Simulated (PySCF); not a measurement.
**Cr¹⁴⁺ (chromium, charge +14): Hartree-Fock from Schrödinger to Dirac-Coulomb-Breit**

Occupied: 1s1/2, 2s1/2, 2p1/2, 2p3/2. Hartree-Fock calculated with PySCF 2.14 in an even-tempered Gaussian basis (17 s from 0.83 bohr⁻², ratio 2.7; 12 p from 0.99 bohr⁻², ratio 2.7), Gaussian nucleus throughout. NR is non-relativistic, sf-X2C the spin-free one-electron X2C Hamiltonian, X2C adds the bare one-electron spin-orbit term, X2C-SNSO screens it by Boettger's factors, DC is four-component Dirac-Coulomb, and the Gaunt and Breit terms are added at first order (total energies over the DC spinors, levels after relaxing the spinors in that mean field). QED terms are absent. Levels marked empty are virtual spinors of this ion.

```csv
Hamiltonian,E (hartree),E − E(DC) (hartree),CPU seconds
NR,-957.2150,6.2356,0.2
sf-X2C,-963.3137,0.1369,0.11
X2C,-963.3270,0.1236,0.14
X2C-SNSO,-963.3248,0.1258,0.14
DC,-963.4506,0.0000,5.1
DC+Gaunt,-963.0854,0.3652,9.1
DC+Breit,-963.1148,0.3358,27
```

Give the 3p spin-orbit interval with each Hamiltonian that has one.

X2C 1.938; X2C-SNSO 1.775; DC 1.759; DC+Gaunt 1.705; DC+Breit 1.705 (eV).

| level (eV) | NR | sf-X2C | X2C | X2C-SNSO | DC | DC+Gaunt | DC+Breit |
| --- | --- | --- | --- | --- | --- | --- | --- |
| 1s1/2 | -6431.4 | -6477.5 | -6477.4 | -6477.4 | -6479.9 | -6473.9 | -6474.2 |
| 2s1/2 | -1120.2 | -1130.7 | -1130.7 | -1130.7 | -1131.0 | -1130.5 | -1130.5 |
| 2p1/2 | -1013.6 | -1016.0 | -1022.7 | -1022.1 | -1022.2 | -1021.4 | -1021.4 |
| 2p3/2 | -1013.6 | -1016.0 | -1012.7 | -1012.9 | -1013.1 | -1012.5 | -1012.6 |
| 3s1/2 (empty) | -380.89 | -383.39 | -383.39 | -383.39 | -383.44 | -383.34 | -383.35 |
| 3p1/2 (empty) | -351.22 | -352.06 | -353.36 | -353.25 | -353.26 | -353.09 | -353.12 |
| 3p3/2 (empty) | -351.22 | -352.06 | -351.42 | -351.48 | -351.50 | -351.39 | -351.41 |

Weight of the small component: 1s1/2 0.00743, 2s1/2 0.00138, 2p1/2 0.00135, 2p3/2 0.00133, 3s1/2 0.000416, 3p1/2 0.000398, 3p3/2 0.000395.

Koopmans' value for the highest occupied level at DC+Breit: 1012.6 eV, against an ionisation energy of 1011.6 ± 0.5 eV (semi-empirical (NIST evaluation); NIST Atomic Spectra Database, ionization energies); the former lacks relaxation, correlation, QED and recoil.

The whole ladder took 44 s of wall time on 1 thread of Neoverse-V2 (shared host), launched as `OMP_NUM_THREADS=1 python relrun2.py TASK.json OUT` (a driver that calls PySCF for each Hamiltonian).
